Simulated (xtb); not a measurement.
CdCl (SMILES [Cl][Cd+]), charge +1, singlet, geometry from GFN2-xTB (such geometries of metal compounds can be far from the true shape). Base run: xtb with GFN2-xTB.

Geometry (Å):
```xyz
2

Cd     0.0000     0.0000    -0.5771
Cl     0.0000     0.0000     1.6294
```
Charge +1, spin multiplicity 1.
All else is at xtb's defaults.
Base energy -4.65429 Eh.

Variants of this job, named by their change:

| change | ΔE vs base (mEh) | HOMO-LUMO gap (eV) | G_solv (kcal/mol) | SCF cycles |
|---|---|---|---|---|
| base | 0.000 | 2.15 | - | 14 |
| acc = 0.0001 | 0.000 | 2.15 | - | 17 |
| alpb = chcl3 | [?] | 2.15 | [?] | 14 |
| alpb = toluene | -71.091 | 2.17 | -44.68 | 14 |
| acc = 1000 | 0.000 | 2.15 | - | 9 |
| etemp = 10000 | -41.183 | 2.64 | - | 14 |

Q: Fill in the missing entries.

A: 
- alpb = chcl3, ΔE vs base (mEh): -78.604
- alpb = chcl3, G_solv (kcal/mol): -49.33

ALPB and GBSA are two models with their own fitted parameters for each solvent, which aren't always the measured dielectric constant.
